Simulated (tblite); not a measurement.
Species: C5H6FNSi.
SMILES with atom numbers: `[CH2:1]=[C:2]([F:3])/[CH:4]=[CH:5]\[SiH2:6][C:7]#[N:8]` (hydrogens: H9, H10 on C1; H11 on C4; H12 on C5; H13, H14 on Si6)

Cartesian coordinates in Å at the GFN2-xTB level; atoms count from 1:
```xyz
14
C5H6FNSi angstrom
C     -2.9075    0.3226    0.0169
C     -1.5796    0.2831    0.0087
F     -0.8948    1.4571    0.0041
C     -0.7535   -0.9024    0.0016
C      0.5818   -0.9020   -0.0079
Si     1.6895    0.6275   -0.0204
C      3.4089   -0.1141   -0.0032
N      4.4611   -0.5672    0.0093
H     -3.4843   -0.5823    0.0195
H     -3.4378    1.2575    0.0212
H     -1.3182   -1.8263    0.0054
H      1.0748   -1.8660   -0.0133
H      1.5778    1.4238    1.2005
H      1.5811    1.3882   -1.2647
```

All values are computed: GFN2-xTB (tblite) harmonic vibrations without scaling, gas phase. Errors from tens to a few hundred cm⁻¹ against measured bands are possible. Modes of hydrogen on silicon can be 10 to 20 % off. One conformer, not necessarily the lowest.

Harmonic wavenumbers (cm⁻¹): 41.1, 82.4, 83.7, 137.7, 249.5, 273.3, 276.0, 327.2, 416.7, 453.4, 549.8, 611.0, 617.8, 646.9, 692.9, 714.5, 726.8, 752.8, 778.0, 861.5, 867.4, 927.0, 937.5, 1156.6, 1257.7, 1323.4, 1381.1, 1628.3, 1666.8, 2270.7, 2274.9, 2358.5, 3040.1, 3055.0, 3136.1, 3176.4.

A = 6037, B = 772.5, C = 690.6 MHz; mass 127.025 u (most abundant isotopes); point group Cs, symmetry number 1.

**Question.** What is the zero-point energy?

**Answer.** ½Σν̃ = 19875 cm⁻¹ = 237.76 kJ/mol.

**Question.** What is S at 350 K and 1 bar for an ideal gas of classical rigid rotors and harmonic oscillators?

**Answer.** Translation 172.61, rotation 123.30, vibration 134.57: S = 430.5 J/(mol K).

**Question.** And Cp and H(350 K) − H(0)?

**Answer.** Cp = 167.42 J/(mol K), of which vibrations give 134.16 (their classical limit is 36 R = 299.3); H(350 K) − H(0) = 36.03 kJ/mol without the zero-point energy, 24.39 from vibrations.

**Question.** Blend soft modes into free rotors: weight 1/[1 + (100 cm⁻¹/ν̃)⁴] for the oscillator and the rest for a rotor with moment μB/(μ + B), μ = h/(8π²ν), B = 10⁻⁴⁴ kg m². What vibrational entropy results?

**Answer.** 122.32 J/(mol K) in place of 134.57, which changes −T·S at 350 K by +4.29 kJ/mol.

**Question.** Which modes carry the vibrational entropy at 350 K?

**Answer.** 41.1 cm⁻¹: 23.11; 82.4 cm⁻¹: 17.35; 83.7 cm⁻¹: 17.23; 137.7 cm⁻¹: 13.16; 249.5 cm⁻¹: 8.46; 273.3 cm⁻¹: 7.77 J/(mol K); the other 30 give 47.50 together.

**Question.** How do the functions run with temperature in this model?

**Answer.** 
```csv
T (K),S (J/(mol K)),Cp (J/(mol K)),H − H(0) (kJ/mol),G − H(0) (kJ/mol),ln q(vib)
50,245.1,54.6,2.12,-10.14,0.58
100,289.0,74.0,5.34,-23.56,1.76
298.15,405.0,150.9,27.76,-92.98,6.56
373.15,441.4,174.1,39.98,-124.73,8.36
500,496.8,204.2,64.07,-184.32,11.32
750,587.6,243.2,120.40,-320.30,16.73
1000,661.2,267.9,184.50,-476.70,21.54
```

q(vib) and H(0) count from the zero-point level.

**Question.** What must be added to the electronic energy to get the Gibbs energy at 350 K and 1 bar?

**Answer.** ZPE + [H(350 K) − H(0)] − T·S = 237.76 + 36.03 − 150.67 = 123.12 kJ/mol.

Hindered rotation and anharmonicity are outside this model. Other conformers, if any are populated, would add a mixing term that is left out.

On one thread, Arm Neoverse N1 (aarch64), no GPU (shared host), this took 0.71 s of wall time. The figure is for the frequency step alone.
